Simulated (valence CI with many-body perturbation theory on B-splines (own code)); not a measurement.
## Gd59+: electric-dipole lines

Level of theory: configuration interaction combined with many-body perturbation theory (CI+MBPT): three valence electrons over a frozen Dirac-Fock core [He], a basis of 11 s, 11 p, 9 d, 7 f, 5 g, 2 h, 1 i functions for each j, with the one-electron correlation potential Σ1 (screened to all orders), the two-electron term Σ2, the three-electron term Σ3, Breit, model QED; selected single and double excitations, second order for the rest (own B-spline code, finite nucleus).

The last digits are not significant, and no measured levels were compared; by estimate large intervals hold to a few tenths of a per cent, small ones and those within an open d or f shell to about a per cent.

Lines 101 to 150 of 276 in falling wavelength, among levels below 674.25 Ry, chosen from the strongest by gf and those to the six lowest levels. Wavelengths and rates use the calculated energies. Electric multipoles are in the length gauge, E1 and E2 with the static RPA response of the core. Weak lines are less certain than strong ones. Lines between different terms over intervals too small for the method are left out, as are lines whose strength nearly cancels. The highest levels of a list are the least certain.

Levels are named by their leading jj configuration (3d3/2^4 stands for four electrons in 3d with j = 3/2), which in mixed levels can hold well under half, so a name can repeat and another be missing. Letters in brackets count levels of one name in rising energy.

| λ vac (Å) | Upper | Lower | A (s⁻¹) | S (a.u.) with core polarisation | S without |
| --- | --- | --- | --- | --- | --- |
| 11.16 | (2p1/2 2p3/2^2) J=1/2 | (2s 2p1/2 2p3/2) J=3/2 [a] | 4.39e+10 | 6.04e-05 | 6.05e-05 |
| 7.138 | (2p1/2 2p3/2^2) J=3/2 | (2s 2p1/2^2) J=1/2 | 2.81e+10 | 2.02e-05 | 2.02e-05 |
| 6.974 | (2s 2p3/2^2) J=3/2 | (2s^2 2p1/2) J=1/2 | 3.12e+10 | 2.09e-05 | 2.09e-05 |
| 1.840 | (2s 2p1/2 3s) J=1/2 [a] | (2s 2p1/2 2p3/2) J=1/2 | 4.15e+12 | 2.55e-05 | 2.54e-05 |
| 1.833 | (2s 2p1/2 3s) J=3/2 | (2s 2p1/2 2p3/2) J=1/2 | 2.69e+12 | 3.27e-05 | 3.26e-05 |
| 1.832 | (2s^2 3p1/2) J=1/2 | (2s 2p1/2 2p3/2) J=3/2 [a] | 1.09e+12 | 6.60e-06 | 6.58e-06 |
| 1.828 | (2p1/2 2p3/2 3s) J=5/2 | (2p1/2 2p3/2^2) J=5/2 | 5.16e+13 | 9.35e-04 | 9.33e-04 |
| 1.826 | (2s 2p1/2 3s) J=1/2 [b] | (2s 2p1/2 2p3/2) J=1/2 | 4.08e+13 | 2.46e-04 | 2.45e-04 |
| 1.826 | (2p1/2 2p3/2 3s) J=3/2 [b] | (2p1/2 2p3/2^2) J=5/2 | 6.84e+13 | 8.22e-04 | 8.21e-04 |
| 1.818 | (2s 2p3/2 3s) J=5/2 | (2s 2p3/2^2) J=5/2 | 5.52e+13 | 9.81e-04 | 9.79e-04 |
| 1.817 | (2s 2p1/2 3s) J=3/2 | (2s 2p1/2 2p3/2) J=5/2 | 8.68e+13 | 1.03e-03 | 1.03e-03 |
| 1.813 | (2s 2p1/2 3s) J=1/2 [a] | (2s 2p1/2 2p3/2) J=3/2 [a] | 1.00e+14 | 5.91e-04 | 5.89e-04 |
| 1.812 | (2s^2 3s) J=1/2 | (2s^2 2p3/2) J=3/2 | 1.11e+14 | 6.51e-04 | 6.49e-04 |
| 1.812 | (2s 2p3/2 3s) J=3/2 [a] | (2s 2p3/2^2) J=5/2 | 8.60e+13 | 1.01e-03 | 1.01e-03 |
| 1.807 | (2s 2p1/2 3s) J=3/2 | (2s 2p1/2 2p3/2) J=3/2 [a] | 7.10e+12 | 8.28e-05 | 8.26e-05 |
| 1.801 | (2s 2p1/2 3s) J=1/2 [b] | (2s 2p1/2 2p3/2) J=3/2 [a] | 2.08e+12 | 1.20e-05 | 1.20e-05 |
| 1.783 | (2s^2 3p3/2) J=3/2 | (2s 2p1/2 2p3/2) J=5/2 | 4.09e+11 | 4.57e-06 | 4.56e-06 |
| 1.752 | (2s 2p1/2 3d3/2) J=3/2 [a] | (2s 2p1/2 2p3/2) J=1/2 | 5.29e+12 | 5.63e-05 | 5.63e-05 |
| 1.747 | (2p1/2 2p3/2 3d3/2) J=5/2 [a] | (2p1/2 2p3/2^2) J=5/2 | 5.15e+13 | 8.12e-04 | 8.13e-04 |
| 1.745 | (2s 2p1/2 3p1/2) J=1/2 [b] | (2s^2 2p3/2) J=3/2 | 1.34e+12 | 7.00e-06 | 6.99e-06 |
| 1.744 | (2p1/2^2 3d3/2) J=3/2 | (2p1/2^2 2p3/2) J=3/2 | 1.46e+14 | 1.53e-03 | 1.53e-03 |
| 1.742 | (2s 2p1/2 3d3/2) J=3/2 [b] | (2s 2p1/2 2p3/2) J=1/2 | 7.17e+12 | 7.48e-05 | 7.49e-05 |
| 1.740 | (2s 2p1/2 3d3/2) J=1/2 | (2s 2p1/2 2p3/2) J=1/2 | 7.19e+13 | 3.74e-04 | 3.74e-04 |
| 1.738 | (2p1/2 2p3/2 3d3/2) J=3/2 [b] | (2p1/2 2p3/2^2) J=5/2 | 1.08e+14 | 1.12e-03 | 1.12e-03 |
| 1.738 | (2s 2p1/2 3d3/2) J=3/2 [a] | (2s 2p1/2 2p3/2) J=5/2 | 3.99e+12 | 4.14e-05 | 4.14e-05 |
| 1.736 | (2s 2p3/2 3d5/2) J=5/2 [a] | (2s 2p3/2^2) J=3/2 | 8.16e+13 | 1.26e-03 | 1.26e-03 |
| 1.735 | (2s 2p1/2 3d5/2) J=5/2 [a] | (2s 2p1/2 2p3/2) J=3/2 [b] | 8.27e+13 | 1.28e-03 | 1.28e-03 |
| 1.734 | (2p1/2^2 3p1/2) J=1/2 | (2s 2p1/2 2p3/2) J=3/2 [a] | 2.02e+12 | 1.04e-05 | 1.04e-05 |
| 1.731 | (2s 2p1/2 3d3/2) J=5/2 | (2s 2p1/2 2p3/2) J=5/2 | 1.48e+14 | 2.28e-03 | 2.28e-03 |
| 1.731 | (2s 2p3/2 3d3/2) J=1/2 [b] | (2s 2p3/2^2) J=1/2 | 4.79e+14 | 2.45e-03 | 2.45e-03 |
| 1.729 | (2s 2p3/2 3d3/2) J=5/2 [a] | (2s 2p3/2^2) J=5/2 | 7.31e+13 | 1.12e-03 | 1.12e-03 |
| 1.729 | (2s 2p3/2 3d3/2) J=3/2 [b] | (2s 2p3/2^2) J=3/2 | 3.65e+14 | 3.72e-03 | 3.73e-03 |
| 1.729 | (2s 2p3/2 3d3/2) J=3/2 [b] | (2s 2p3/2^2) J=1/2 | 2.99e+14 | 3.05e-03 | 3.05e-03 |
| 1.729 | (2s 2p1/2 3d3/2) J=3/2 [a] | (2s 2p1/2 2p3/2) J=3/2 [a] | 7.12e+13 | 7.26e-04 | 7.26e-04 |
| 1.728 | (2s 2p3/2 3d3/2) J=3/2 [a] | (2s 2p3/2^2) J=5/2 | 1.33e+14 | 1.36e-03 | 1.36e-03 |
| 1.728 | (2p1/2 2p3/2 3d5/2) J=5/2 [a] | (2p1/2 2p3/2^2) J=5/2 | 2.49e+14 | 3.81e-03 | 3.81e-03 |
| 1.728 | (2s 2p3/2 3d5/2) J=1/2 | (2s 2p3/2^2) J=3/2 | 1.61e+14 | 8.17e-04 | 8.18e-04 |
| 1.728 | (2s 2p3/2 3d5/2) J=1/2 | (2s 2p3/2^2) J=1/2 | 4.22e+14 | 2.15e-03 | 2.15e-03 |
| 1.727 | (2s 2p1/2 3d3/2) J=3/2 [b] | (2s 2p1/2 2p3/2) J=5/2 | 3.40e+13 | 3.46e-04 | 3.46e-04 |
| 1.727 | (2p1/2^2 3d5/2) J=5/2 | (2p1/2^2 2p3/2) J=3/2 | 8.17e+14 | 1.24e-02 | 1.25e-02 |
| 1.726 | (2s 2p1/2 3d5/2) J=5/2 [b] | (2s 2p1/2 2p3/2) J=3/2 [b] | 6.68e+14 | 1.02e-02 | 1.02e-02 |
| 1.726 | (2s 2p1/2 3d5/2) J=3/2 | (2s 2p1/2 2p3/2) J=3/2 [b] | 1.45e+14 | 1.47e-03 | 1.47e-03 |
| 1.726 | (2s 2p1/2 3d5/2) J=3/2 | (2s 2p1/2 2p3/2) J=1/2 | 6.48e+14 | 6.58e-03 | 6.59e-03 |
| 1.724 | (2s^2 3d3/2) J=3/2 | (2s^2 2p3/2) J=3/2 | 1.54e+14 | 1.55e-03 | 1.55e-03 |
| 1.724 | (2p1/2 2p3/2 3d5/2) J=5/2 [b] | (2p1/2 2p3/2^2) J=5/2 | 4.40e+14 | 6.67e-03 | 6.68e-03 |
| 1.723 | (2p1/2 2p3/2 3d5/2) J=3/2 | (2p1/2 2p3/2^2) J=3/2 | 5.68e+14 | 5.73e-03 | 5.74e-03 |
| 1.723 | (2p1/2 2p3/2 3d5/2) J=5/2 [a] | (2p1/2 2p3/2^2) J=3/2 | 5.84e+14 | 8.85e-03 | 8.85e-03 |
| 1.723 | (2p1/2 2p3/2 3d5/2) J=7/2 [b] | (2p1/2 2p3/2^2) J=5/2 | 1.34e+15 | 2.71e-02 | 2.71e-02 |
| 1.722 | (2s 2p1/2 3d3/2) J=5/2 | (2s 2p1/2 2p3/2) J=3/2 [a] | 2.07e+13 | 3.13e-04 | 3.13e-04 |
| 1.720 | (2s 2p1/2 3d5/2) J=5/2 [a] | (2s 2p1/2 2p3/2) J=5/2 | 2.26e+13 | 3.41e-04 | 3.41e-04 |
